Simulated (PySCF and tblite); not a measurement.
The numbers below are computed, except where a source is named.
2 diastereomers of C4H9FSSi, numbered alike:

| isomer | SMILES | descriptors (one enantiomer) |
| --- | --- | --- |
| A | [F:1][C@@H:2]1[S:3][CH2:4][CH2:5][C@@H:6]1[SiH3:7] | 2R, 6S |
| B | [F:1][C@H:2]1[S:3][CH2:4][CH2:5][C@@H:6]1[SiH3:7] | 2S, 6S |

Each isomer is a Boltzmann average at 298.15 K over at most 6 conformers: GFN2-xTB geometries, energies PBE0/pcSseg-1 (D3(BJ) added where defined), GIAO shieldings PBE0/pcSseg-1, GFN2-xTB thermal terms. Programs: PySCF with density fitting and tblite.

Problem. What shifts does each isomer give (ppm; of two unlike H on one atom, a is the less shielded)?

Solution. 
A: ¹H (against TMS): 6.26 (H2, 1H), 3.21 (H4a, 1H), 2.89 (H4b, 1H), 2.10 (H5a, 1H), 1.97 (H5b, 1H), 1.10 (H6, 1H). ¹³C (against TMS): 111.5 (C2), 40.5 (C4), 38.4 (C6), 35.1 (C5). ¹⁹F (against CFCl3): -166.3 (F1). ²⁹Si (against TMS): -72.6 (Si7).

B: ¹H (against TMS): 6.17 (H2, 1H), 3.19 (H4a, 1H), 2.77 (H4b, 1H), 2.53 (H5a, 1H), 2.06 (H6, 1H), 1.98 (H5b, 1H). ¹³C (against TMS): 110.0 (C2), 37.5 (C6), 36.8 (C4), 34.1 (C5). ¹⁹F (against CFCl3): -151.8 (F1). ²⁹Si (against TMS): -66.7 (Si7). H not on carbon is left out.

Problem. Which carbons tell the isomers apart best?

Solution. C4: 40.5 in A, 36.8 in B ppm.

Unscaled ¹⁹F and ²⁹Si shifts at such levels can be off by tens of ppm; differences between conformers or isomers are more reliable. Shifts are unscaled: against experiment ¹³C can be off by 15 ppm or more and ¹H by 0.8 ppm.
